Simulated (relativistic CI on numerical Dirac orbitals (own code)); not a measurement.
# Zn³⁺: K-alpha X-ray emission

Computed with this model: Dirac-Coulomb-Breit CI, separate exchange-only KLI orbitals for each configuration, a model potential for QED, valence Slater integrals scaled by 0.8, multiplet model of X-ray emission after core ionisation; configurations [Ar] 3d9 → 1s 2s2 2p6 3s2 3p6 3d9 → [He] 2s2 2p5 3s2 3p6 3d9; 300 K; Lorentzian 1.8 eV and Gaussian 0.6 eV FWHM. Energies are those of the free ion, without screening or charge transfer. S is read from ⟨S²⟩ = S(S + 1).

Field parameters in Wybourne normalisation: D3d B²₀ = −7Dσ, B⁴₀ = −14Dq − 21Dτ, B⁴₃ = −14√(10/7) Dq. The field is a parameter set, without covalency.

free ion: ground-state S = 0.50, centroid 8629.88 eV. Peaks (eV, height): 8613.8 (75), 8635.6 (53), 8639.0 (100).

D3d, 10Dq = 10500, Dσ = -1200, Dτ = -330 cm⁻¹: ground-state S = 0.50, centroid 8629.89 eV. Peaks (eV, height): 8613.6 (52), 8635.8 (46), 8638.8 (100).

Strongest unbroadened transitions for D3d, 10Dq = 10500, Dσ = -1200, Dτ = -330 cm⁻¹:

| Energy (eV) | Relative strength |
| --- | --- |
| 8613.41 | 84.4 |
| 8613.46 | 54.2 |
| 8613.47 | 33.5 |
| 8614.79 | 100.0 |
| 8614.99 | 38.0 |
| 8635.62 | 51.6 |
| 8635.67 | 82.7 |
| 8638.21 | 51.6 |
| 8638.56 | 49.1 |
| 8638.74 | 74.7 |
| 8638.84 | 75.4 |
| 8638.86 | 82.3 |
| 8638.87 | 70.0 |
| 8638.88 | 63.4 |
| 8638.89 | 44.5 |
| 8638.96 | 69.4 |
| 8638.97 | 33.5 |
| 8639.00 | 32.7 |
